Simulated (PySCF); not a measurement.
# Computed properties of CF₂, SMILES [C](F)F

CF2, SMILES F[C]F (connectivity only; charge and spin as stated), neutral, multiplicity 1. Geometry: B3LYP-D3(BJ)/def2-TZVP. The isomer is the one that the SMILES or the coordinates give; other isomers of the formula were not compared. One conformer was computed; it need not be the lowest. All values are computed for the isolated molecule unless a solvent is named; none is compared with measurement here.

**Structure.** The optimised structure has C2v symmetry. All 3 harmonic modes at B3LYP-D3(BJ)/def2-TZVP (PySCF) are real, so it is a minimum. With heavy atoms numbered as in [F:1][C:2][F:3], the shortest bond between them is F1–C2 at 1.304 Å and the longest C2–F3 at 1.304 Å.

**Vibrations.** The strongest infrared lines (harmonic, unscaled, degenerate partners summed) lie at 1110 cm⁻¹ (372 km/mol, C 66 %, F 34 %), 1227 cm⁻¹ (115 km/mol, C 64 %, F 36 %), 669 cm⁻¹ (3 km/mol, F 88 %, C 12 %). The softest mode is at 669 cm⁻¹ and the zero-point energy is 4.3 kcal/mol.

**Electronic structure.** CAM-B3LYP/def2-TZVPD (PySCF) places the frontier levels at -10.49 and -1.15 eV, a gap of 9.34 eV, and gives a dipole moment of 0.57 D and a mean polarisability of 16.6 bohr³. PBE/def2-TZVPD (PySCF) at the same geometry gives -7.26 and -3.65 eV, so its gap is 5.73 eV narrower. An orbital gap is neither the optical nor the fundamental gap.

**Excitations.** TDA-CAM-B3LYP/def2-TZVPD (PySCF) has S1 at 5.10 eV (243 nm, f = 0.055, bright); the most intense of the 10 singlets computed lies at 9.81 eV (f = 0.20). T1 (TDA) is at 2.47 eV, 2.63 eV under S1. TDA-PBE/def2-TZVPD (PySCF) puts S1 at 5.06 eV. No vertical singlet excitation falls in the visible range (under 3.1 eV).

**NMR.** GIAO shifts at PBE0/pcSseg-2 (PySCF) (non-relativistic, atoms alike by connectivity averaged): ¹³C at 329.6 ppm against TMS; ¹⁹F at 243.6 ppm against CFCl3.

**Solvation.** SMD-PBE0/6-31G* (PySCF) gives 3.9 kcal/mol in water, 2.2 kcal/mol in chloroform, 3.3 kcal/mol in dimethylsulfoxide (1 M in both phases, gas-phase geometry); of these solvents chloroform holds the molecule best.
